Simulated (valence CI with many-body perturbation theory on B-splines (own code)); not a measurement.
Missing levels of Nb XXVIII

Calculated by configuration interaction combined with many-body perturbation theory (CI+MBPT): four valence electrons over a frozen Dirac-Fock core [Ne], a basis of 11 s, 11 p, 9 d, 7 f, 5 g, 2 h, 1 i functions for each j, with the one-electron correlation potential Σ1 (screened to all orders), the two-electron term Σ2, the three-electron term Σ3, Breit, model QED; selected single and double excitations, second order for the rest (own B-spline code, finite nucleus).

The last digits are not significant, and no measured levels were compared; by estimate large intervals hold to a few tenths of a per cent, small ones and those within an open d or f shell to about a per cent.

```tsv
Level	E (cm⁻¹)
(3s^2 3p1/2^2) J=0	0
(3s^2 3p1/2 3p3/2) J=1	141850
(3s^2 3p1/2 3p3/2) J=2	175680
(3s^2 3p3/2^2) J=2	343510
(3s^2 3p3/2^2) J=0	424780
(3s 3p1/2^2 3p3/2) J=2	655370
(3s 3p1/2^2 3p3/2) J=1	?
(3s 3p1/2 3p3/2^2) J=2	813070
(3s 3p1/2 3p3/2^2) J=3	?
(3s^2 3p1/2 3d3/2) J=2 [a]	925740
(3s 3p1/2 3p3/2^2) J=0	935950
(3s 3p1/2 3p3/2^2) J=1 [a]	953540
(3s^2 3p1/2 3d3/2) J=2 [b]	?
(3s 3p1/2 3p3/2^2) J=1 [b]	?
(3s^2 3p1/2 3d5/2) J=3	1063700
(3s 3p3/2^3) J=2	1072400
(3s^2 3p1/2 3d3/2) J=1	?
(3s^2 3p1/2 3d5/2) J=2	1128900
(3s^2 3p3/2 3d5/2) J=4	1188200
(3s 3p3/2^3) J=1	?
```

Levels are named by their leading jj configuration (3d3/2^4 stands for four electrons in 3d with j = 3/2), which in mixed levels can hold well under half, so a name can repeat and another be missing. Letters in brackets count levels of one name in rising energy.

(1) The levels stand in rising order. What does the calculation give for the missing energies?

Results:

(1) (3s 3p1/2^2 3p3/2) J=1 774040; (3s 3p1/2 3p3/2^2) J=3 861070; (3s^2 3p1/2 3d3/2) J=2 [b] 1008800; (3s 3p1/2 3p3/2^2) J=1 [b] 1054200; (3s^2 3p1/2 3d3/2) J=1 1124100; (3s 3p3/2^3) J=1 1219300.
